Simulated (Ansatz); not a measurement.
Ideal-gas functions of `[Cl][SnH]([Cl])[Br]` at 600 K and 1 bar, from an Ansatz frequency run at PBE0-D4/def2-TZVP.

Molar mass 270.53 g/mol, point group Cs (symmetry number 1), electronic degeneracy 1, moments of inertia 291.853, 512.724, 707.031 u Å². Harmonic wavenumbers (cm⁻¹, unscaled): 89, 102, 121, 270, 382, 390, 551, 555, 1994.

Use S(trans) = R[1.5 ln M + 2.5 ln T − 1.1517]; rotational temperatures θ = 24.2544 K / I; S(rot) = R[ln(√π/σ · √(T³/θAθBθC)) + 1.5]; for each mode x = 1.438777 ν̃/T, S = R[x/(eˣ − 1) − ln(1 − e⁻ˣ)] and H = RT x/(eˣ − 1); 1 cm⁻¹ = 0.0119627 kJ/mol; R = 8.31446 J/(mol·K).

Question: By hand: the entropy, in J/(mol·K).

Answer: Translation 193.2. Rotation: θ = 0.0831, 0.0473, 0.0343 K, giving 134.1. Vibration, mode by mode: 21.17, 20.04, 18.63, 12.07, 9.33, 9.17, 6.58, 6.53, 0.41, in all 103.9. Electronic 0.0. Sum 431.2 J/(mol·K).

Question: By hand: H − E and G − E in kJ/mol, counted from the electronic energy.

Answer: Zero-point energy ½ × 4454 × 0.0119627 = 26.6; thermal vibration 27.8; translation, rotation and pV give 4 RT = 20.0. H − E = 74.4 kJ/mol, and G − E = 74.4 − 600 × 431.2/1000 = -184.3 kJ/mol.

Vibration gives 24 % of the entropy, 59.8 J/(mol·K) of it from the modes under 150 cm⁻¹: soft modes count most, and the harmonic formula is weakest for them.
